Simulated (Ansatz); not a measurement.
C2H4FGe (`C=[CH][GeH][F]`) radical, 8 atoms. Total charge 0; spin multiplicity 2. Correlated methods include outer-core shells of Ge, which these sets cover unevenly. Scalar relativity is left out up to krypton. All runs use 4 threads of an Arm Neoverse V2 on a shared host. Correlated methods freeze the cores. Open-shell runs search over several starts.

Problem. How many basis functions does each run have, and how long does it take in Ansatz? UKS PBE0-D4/def2-QZVPP energy; UKS PBE0-D4/def2-TZVP frequencies; UHF-CCSD(T)/def2-SVP energy; UKS B97M-V/def2-TZVPP energy; UKS ωB97M-V/def2-SVP energy; UHF-MP2/def2-QZVPP energy; UHF-CCSD(T)/def2-TZVPP energy; UKS r2SCANh-D4/def2-TZVPP energy; UKS SPW92 (LDA)/def2-TZVPP energy; direct RPA on PBE orbitals/def2-TZVPP energy; UKS PBE0-D4/def2-TZVP relaxation (7 steps); UKS PBE-QIDH (frozen core)/def2-TZVPP energy. (An estimate is asked.)

Solution. Computed: Other jobs shared the machine, so times are rough.

```json
{"level": "UKS SPW92 (LDA)/def2-TZVPP", "job": "energy", "functions": "197", "wall time": "1.2 s", "peak host memory (GiB)": "0.25"}
{"level": "direct RPA on PBE orbitals/def2-TZVPP", "job": "energy", "functions": "197", "wall time": "6 s", "peak host memory (GiB)": "0.56"}
{"level": "UKS r2SCANh-D4/def2-TZVPP", "job": "energy", "functions": "197", "wall time": "6.5 s", "peak host memory (GiB)": "0.62"}
{"level": "UKS ωB97M-V/def2-SVP", "job": "energy", "functions": "94", "wall time": "7 s", "peak host memory (GiB)": "0.44"}
{"level": "UKS PBE-QIDH (frozen core)/def2-TZVPP", "job": "energy", "functions": "197", "wall time": "8 s", "peak host memory (GiB)": "0.59"}
{"level": "UKS B97M-V/def2-TZVPP", "job": "energy", "functions": "197", "wall time": "10 s", "peak host memory (GiB)": "0.41"}
{"level": "UKS PBE0-D4/def2-QZVPP", "job": "energy", "functions": "380", "wall time": "10 s", "peak host memory (GiB)": "1.5"}
{"level": "UHF-CCSD(T)/def2-SVP", "job": "energy", "functions": "94", "wall time": "13 s", "peak host memory (GiB)": "0.76"}
{"level": "UKS PBE0-D4/def2-TZVP", "job": "relaxation (7 steps)", "functions": "165", "wall time": "25 s", "peak host memory (GiB)": "0.5"}
{"level": "UHF-MP2/def2-QZVPP", "job": "energy", "functions": "380", "wall time": "32 s", "peak host memory (GiB)": "1.9"}
{"level": "UKS PBE0-D4/def2-TZVP", "job": "frequencies", "functions": "165", "wall time": "87 s", "peak host memory (GiB)": "0.49"}
{"level": "UHF-CCSD(T)/def2-TZVPP", "job": "energy", "functions": "197", "wall time": "4.6 min", "peak host memory (GiB)": "6.7"}
```
